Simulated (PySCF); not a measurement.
Simulation results for AlBH$_{2}$OSi, CH$_{4}$AlOSi, CH$_{3}$Al$_{2}$O, BH$_{6}$Si$_{2}$ and others

All values are calculated (PySCF 2.14.0). Calculation on a computer-drawn molecule: optimised geometry and harmonic frequencies of an isolated molecule of the commonest isotopes, restricted reference for singlets and unrestricted otherwise, frozen core in MP2.

Common to all runs: basis cc-pV(D+d)Z.

(1) AlBH$_{2}$OSi

Start structure:
```xyz
6
AlBH2OSi
O     -0.0314     1.0621     1.4856
Al    -0.8984     0.7401     0.2810
B     -2.1459     0.1458    -1.3389
Si    -2.0272    -1.5891    -1.6491
H     -2.7638     0.9568    -1.9176
H     -1.9307    -3.0877    -1.8829
```

It was run with charge 0, multiplicity 1 and method HF.

Results for AlBH$_{2}$OSi: rotational constants 22.67, 1.548, 1.468 GHz; total energy -631.4547 hartree; convergence status largest gradient component 2.894e-05 hartree/bohr.

Drawn bonds:
```tsv
atom	other atom	order
1	2	2
2	3	1
3	4	1
3	5	1
4	6	1
```

Optimised structure:
```xyz
6
AlBH2OSi
O      0.0878     1.1477     1.4334
Al    -0.8304     0.6788     0.2435
B     -2.0313    -0.0440    -1.3779
Si    -1.6054    -1.7254    -2.3484
H     -2.9811     0.6355    -1.6621
H     -2.4370    -2.4647    -1.3103
```

Modes:
```tsv
frequency (cm⁻¹)	reduced mass (dalton)
78.99	11.09
168	3.78
193.5	10.08
272.5	1.223
414.7	1.556
466.3	3.328
678.2	1.651
758	1.537
823.2	1.927
1203	19.05
2119	1.04
2701	1.09
```

(2) CH$_{4}$AlOSi

Start structure:
```xyz
8
CH4AlOSi
O      1.8637    -0.2782    -3.8881
Al     1.1239     0.4662    -2.7178
C      0.1837     1.5934    -1.1654
Si    -0.0404     0.8720     0.6042
H      0.7590     2.4629    -1.0913
H     -0.7560     1.7936    -1.6840
H     -1.3419     0.1907     0.9625
H      0.8941     1.1102     1.6237
```

Here we set charge 1, multiplicity 1 and method HF.

Results for CH$_{4}$AlOSi: rotational constants 16.93, 1.81, 1.688 GHz; total energy -645.5929 hartree; convergence status largest gradient component 1.805e-05 hartree/bohr.

Drawn bonds:
```tsv
atom	other atom	order
1	2	2
2	3	1
3	4	1
3	5	1
3	6	1
4	7	1
4	8	1
```

Optimised structure:
```xyz
8
CH4AlOSi
O      1.7952    -0.4369    -3.5211
Al     1.0608     0.5932    -2.6010
C      0.1511     1.6490    -1.1749
Si    -0.0365     0.8792     0.4396
H      0.7570     2.5610    -1.0967
H     -0.8318     1.8786    -1.6065
H     -1.2123     0.0675     0.7468
H      1.0026     1.0192     1.4576
```

Modes:
```tsv
frequency (cm⁻¹)	reduced mass (dalton)
68.75	9.056
135.3	1.969
211.9	1.652
243.6	8.307
504.6	4.473
534.2	1.048
758.2	1.386
768	1.215
846.2	3.117
985.9	1.237
1057	1.228
1059	1.081
1219	19.02
1469	1.113
2423	1.027
2463	1.06
3151	1.056
3230	1.106
```

(3) CH$_{3}$Al$_{2}$O

Start structure:
```xyz
7
CH3Al2O
O      1.2776     1.1873    -1.9014
Al     0.8647     1.0728    -0.3647
C      0.1129     0.9957     1.5221
Al     0.0951     2.0247     3.2290
H     -0.3169    -0.0245     1.6553
H     -0.6211     1.4009     4.4019
H      0.7022     3.4311     3.4060
```

It was run with charge 0, multiplicity 2 and method HF.

The calculation gives: rotational constants 27.14, 1.583, 1.496 GHz; total energy -598.2559 hartree; spin squared 0.7588; convergence status largest gradient component 2.893e-05 hartree/bohr.

Drawn bonds:
```tsv
atom	other atom	order
1	2	2
2	3	1
3	4	1
3	5	1
4	6	1
4	7	1
```

Optimised structure:
```xyz
7
CH3Al2O
O      1.3639     1.4248    -1.6492
Al     0.7810     1.1517    -0.2117
C      0.0747     0.8301     1.5428
Al     0.0920     1.9747     3.1328
H     -0.4069    -0.1471     1.6498
H     -0.5734     1.4670     4.4674
H      0.7833     3.3869     3.0162
```

Modes:
```tsv
frequency (cm⁻¹)	reduced mass (dalton)
88	1.193
100.3	5.655
216.8	4.462
239.1	6.885
456.3	2.173
472.5	1.357
621.9	2.203
647.8	1.264
782.4	3.158
841.7	1.079
1011	1.364
1213	19.06
2007	1.042
2011	1.042
3231	1.083
```

(4) CH$_{3}$Al$_{2}$O

Start structure:
```xyz
7
CH3Al2O
O      1.3639     1.4248    -1.6492
Al     0.7810     1.1517    -0.2117
C      0.0747     0.8301     1.5428
Al     0.0920     1.9747     3.1328
H     -0.4069    -0.1471     1.6498
H     -0.5734     1.4670     4.4674
H      0.7833     3.3869     3.0162
```

Here we set charge 0, multiplicity 2 and method MP2.

Results for CH$_{3}$Al$_{2}$O: rotational constants 25.39, 1.572, 1.48 GHz; total energy -598.6888 hartree; spin squared 0.7594; convergence status largest gradient component 1.133e-05 hartree/bohr.

Drawn bonds:
```tsv
atom	other atom	order
1	2	2
2	3	1
3	4	1
3	5	1
4	6	1
4	7	1
```

Optimised structure:
```xyz
7
CH3Al2O
O      1.3935     1.4689    -1.6765
Al     0.7783     1.1543    -0.1988
C      0.0569     0.8051     1.5618
Al     0.0903     1.9728     3.1354
H     -0.4272    -0.1839     1.6574
H     -0.5662     1.4926     4.4861
H      0.7890     3.3783     2.9827
```

Modes:
```tsv
frequency (cm⁻¹)	reduced mass (dalton)
81.54	1.194
89.82	5.906
183	4.759
206.2	6.915
443.7	2.089
456	1.327
597	2.22
621.5	1.242
752	2.953
809.4	1.086
939.8	1.408
1065	18.16
1980	1.023
1990	1.062
3153	1.084
```

(5) BH$_{6}$Si$_{2}$

Start structure:
```xyz
9
BH6Si2
Si     1.6130    -2.6615     0.5485
B      2.2099    -1.9082    -1.1694
Si     1.2285    -0.4251    -2.1756
H      0.5088    -3.5819     0.7253
H      2.1204    -2.2512     1.8043
H      2.9922    -2.4096    -1.7673
H      2.1970     0.4152    -2.9588
H      0.4958     0.4218    -1.1828
H      0.3137    -1.1441    -2.9925
```

Settings of this run: charge 1, multiplicity 1 and method HF.

Results for BH$_{6}$Si$_{2}$: rotational constants 22.82, 2.362, 2.257 GHz; total energy -605.7158 hartree; convergence status largest gradient component 1.049e-05 hartree/bohr.

Drawn bonds:
```tsv
atom	other atom	order
1	2	1
2	3	1
1	4	1
1	5	1
2	6	1
3	7	1
3	8	1
3	9	1
```

Optimised structure:
```xyz
9
BH6Si2
Si     1.6471    -2.6203     0.6020
B      2.0616    -2.0308    -1.2682
Si     1.1782    -0.3945    -2.1800
H      0.5498    -3.5428     0.9177
H      2.3528    -2.0907     1.7751
H      2.8681    -2.6816    -1.8630
H      2.3001     0.5025    -2.5148
H      0.2193     0.2577    -1.2671
H      0.5023    -0.9441    -3.3700
```

Modes:
```tsv
frequency (cm⁻¹)	reduced mass (dalton)
47.98	1.154
115.4	3.686
221.7	1.072
420.6	1.073
450.5	2.467
505.4	1.065
538.8	1.316
708.1	3.492
758.4	1.426
770.1	1.615
919.3	1.225
961.7	1.105
1003	1.048
1022	1.037
1039	1.123
2340	1.018
2350	1.049
2358	1.053
2391	1.029
2423	1.056
2758	1.09
```

(6) AlClH$_{2}$NSi

Start structure:
```xyz
6
AlClH2NSi
Si    -0.3673     0.4479     0.1121
N     -0.5695     0.2565    -1.5273
Al    -0.6606    -0.0107    -3.2228
Cl    -0.9146    -0.2361    -5.1590
H     -1.0508    -0.3698     1.0483
H      0.4852     1.5545     0.6399
```

Here we set charge 1, multiplicity 1 and method HF.

Results for AlClH$_{2}$NSi: rotational constants 163.4, 1.046, 1.039 GHz; total energy -1045.8080 hartree; convergence status largest gradient component 4.317e-05 hartree/bohr.

Drawn bonds:
```tsv
atom	other atom	order
1	2	1
2	3	2
3	4	1
1	5	1
1	6	1
```

Optimised structure:
```xyz
6
AlClH2NSi
Si    -0.3704     0.4673     0.0521
N     -0.5302     0.2497    -1.5143
Al    -0.6955     0.0257    -3.1467
Cl    -0.8973    -0.2480    -5.1374
H     -1.0538    -0.3802     1.0290
H      0.4696     1.5278     0.6085
```

Modes:
```tsv
frequency (cm⁻¹)	reduced mass (dalton)
79.62	6.015
88.35	9.821
197.6	10.71
232.6	12.7
429.8	16.4
750	1.24
797.6	1.185
811	13.73
1075	1.079
1450	14.74
2413	1.029
2437	1.058
```
